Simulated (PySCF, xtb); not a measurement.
diphosphane (H4P2), SMILES PP. Atoms are numbered in the order given.

```xyz
6

P     -1.1175    -0.1312     0.0000
P      1.1175     0.1312     0.0000
H     -1.3225     0.8312     1.0246
H     -1.3225     0.8312    -1.0246
H      1.3225    -0.8312     1.0246
H      1.3225    -0.8312    -1.0246
```
Charge 0, spin multiplicity 1.

Geometry optimised at B3LYP-D3(BJ)/def2-TZVP.

Computed with PySCF with C-PCM-PBE0/def2-SVP.

The values are the electrostatic part of the solvation free energy, E(continuum) − E(gas) at the gas-phase geometry, in a cavity of scaled van der Waals radii (PySCF's table); cavitation and dispersion terms are not included. In vacuum the orbital gap is 6.96 eV. The dipole moment in vacuum is 0.00 D.

### Question
Estimate the values in water (ε = 78.36), chloroform (ε = 4.71), ethanol (ε = 24.85). (Estimate from the structure and the level; the computed values follow.)

### Answer

| solvent | ε | ΔG(elec) (kcal/mol) | dipole (D) | gap (eV) |
|---|---|---|---|---|
| water | 78.36 | -2.2 | 0.00 | 7.03 |
| chloroform | 4.71 | -1.7 | 0.00 | 7.02 |
| ethanol | 24.85 | -2.1 | 0.00 | 7.03 |

For comparison, GFN2-xTB/ALPB(water) (xtb, at the GFN2-xTB geometry, all terms of that model) gives 1.8 kcal/mol.
